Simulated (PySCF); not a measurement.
This PySCF input asks for the NMR shieldings of `InChI=1S/C4H13FN2Si2/c5-4-1-2-7(3-4)9(6)8/h4,9H,1-3,6H2,8H3/t4-,9-/m1/s1`; the geometry comes from GFN2-xTB.

```python
import basis_set_exchange as bse
import numpy as np
from pyscf import gto, dft
from pyscf.prop import nmr

atoms = """
N    -1.990469   -1.733362   -0.179489
Si   -1.513703   -0.135422   -0.637665
Si   -2.738795    1.324101    0.668312
N     0.191169   -0.160849   -0.372800
C     1.101557    0.796167   -0.947336
C     2.470468    0.153023   -0.715150
C     2.299417   -0.557300    0.631012
F     2.922161    0.157837    1.636865
C     0.780547   -0.586881    0.872357
H    -2.972640   -1.951469   -0.159685
H    -1.478773   -2.514221   -0.560885
H    -1.570097    0.132540   -2.091104
H    -2.301423    2.717313    0.505504
H    -4.170505    1.315107    0.342422
H    -2.657585    1.058307    2.109976
H     0.874170    0.950200   -2.000931
H     1.051233    1.767062   -0.430100
H     2.681691   -0.577207   -1.494612
H     3.280403    0.877729   -0.670723
H     2.762365   -1.548688    0.652487
H     0.560394    0.108732    1.696374
H     0.408002   -1.573332    1.144324
"""
names = dict.fromkeys(["N", "Si", "C", "F", "H"], "pcSseg-1")
basis = {el: gto.basis.parse(bse.get_basis(n, elements=[el], fmt="nwchem")) for el, n in names.items()}
mol = gto.M(atom=atoms, basis=basis, charge=0, verbose=0)
mf = dft.RKS(mol, xc="PBE0")
mf.grids.level = 2
mf.grids.alignment = dft.numint.BLKSIZE   # the property module wants whole blocks of grid points
mf.conv_tol = 1e-9
mf.kernel()

calc = nmr.RKS(mf)   # GIAO
C = mf.mo_coeff
Co = C[:, mf.mo_occ > 0]
resp = mf.gen_response(singlet=True, hermi=2)
def vind(x):   # induced exchange potential for any number of trial vectors
    d = np.einsum("pi,xij,qj->xpq", C, 2 * x.reshape(-1, C.shape[1], Co.shape[1]), Co, optimize=True)
    return np.einsum("xpq,pi,qj->xij", resp(d - d.transpose(0, 2, 1)), C, Co, optimize=True).ravel()
mo1, _ = nmr.rhf.solve_mo1(calc, with_cphf=vind)
sigma = calc.kernel(mo1)
for i, s in enumerate(sigma):   # ppm
    w = np.linalg.eigvalsh((s + s.T) / 2)
    print("%2d %-2s iso %8.1f  s11 %8.1f  s22 %8.1f  s33 %8.1f" % (i, mol.atom_pure_symbol(i), w.mean(), *w))
```

Q: Give the expected output.

A: 
```
 0 N  iso    249.6  s11    206.2  s22    257.0  s33    285.5
 1 Si iso    372.8  s11    340.2  s22    364.5  s33    413.7
 2 Si iso    483.4  s11    474.3  s22    484.7  s33    491.3
 3 N  iso    218.6  s11    155.8  s22    232.3  s33    267.8
 4 C  iso    138.2  s11    111.3  s22    131.0  s33    172.3
 5 C  iso    147.1  s11    123.2  s22    155.9  s33    162.2
 6 C  iso     89.9  s11     51.5  s22     81.5  s33    136.6
 7 F  iso    368.8  s11    326.0  s22    371.2  s33    409.3
 8 C  iso    129.4  s11     99.0  s22    133.4  s33    155.8
 9 H  iso     31.7  s11     24.1  s22     27.9  s33     43.2
10 H  iso     31.4  s11     23.5  s22     28.9  s33     41.9
11 H  iso     26.1  s11     22.6  s22     24.7  s33     30.9
12 H  iso     28.5  s11     24.8  s22     26.9  s33     33.7
13 H  iso     28.6  s11     25.2  s22     26.2  s33     34.5
14 H  iso     28.2  s11     24.7  s22     26.8  s33     33.2
15 H  iso     28.6  s11     23.6  s22     27.5  s33     34.6
16 H  iso     28.7  s11     22.8  s22     28.4  s33     35.0
17 H  iso     29.8  s11     25.1  s22     27.7  s33     36.5
18 H  iso     29.7  s11     25.8  s22     27.1  s33     36.2
19 H  iso     26.3  s11     23.1  s22     26.0  s33     30.0
20 H  iso     28.8  s11     23.1  s22     29.3  s33     33.9
21 H  iso     27.5  s11     21.7  s22     29.0  s33     31.9
```

These numbers come from an equivalent density-fitted implementation of the same equations, which agrees with the script to about 0.01 ppm for H and up to a few tenths of a ppm for heavy atoms, so last digits may differ.

Q: Turn these shieldings into chemical shifts. References, each an isolated molecule treated in the same way: ¹⁵N (σref 267.73) vs NH3; ²⁹Si (σref 349.16) and ¹³C (σref 186.93) and ¹H (σref 31.72) against TMS; ¹⁹F (σref 170.95) vs CFCl3.

A: Averaging equivalent atoms: N 3: 49.1; N 0: 18.2; Si 1: -23.6; Si 2: -134.3; C 6: 97.1; C 8: 57.5; C 4: 48.7; C 5: 39.8; F 7: -197.9; H 11: 5.63; H 19: 5.39; H 21: 4.17; H 12/13/14: 3.27; H 15: 3.16; H 16: 3.00; H 20: 2.96; H 18: 2.03; H 17: 1.94; H 9/10: 0.14 ppm. Unscaled 19F shifts against computed CFCl3 carry errors that often reach 10 to 50 ppm. Experimental scales use liquid or dissolved standards, which lie at an offset from isolated NH3 (liquid NH3: subtract about 20 ppm).

Size and cost of the density-fitted run: 232 basis functions, 88 s wall time on 1 thread of an Arm Neoverse N1, shared host; peak memory 0.97 GiB.
